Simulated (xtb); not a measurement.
aluminum atom (Al), doublet (GFN-xTB shapes and energies of metal compounds can be far from the true ones).

Here is a job for xtb.
```
$ xtb mol.xyz --gfn 2 --uhf 1 --etemp 10000 --json

# file mol.xyz
1

Al     0.00000000     0.00000000     0.00000000
```

**Question.** What does this run give for the dipole moment, total energy (a free energy at this electronic temperature)?

**Answer.** 
```json
{
 "dipole_moment": "0.00 D",
 "total energy (a free energy at this electronic temperature)": "-0.9819 Eh"
}
```
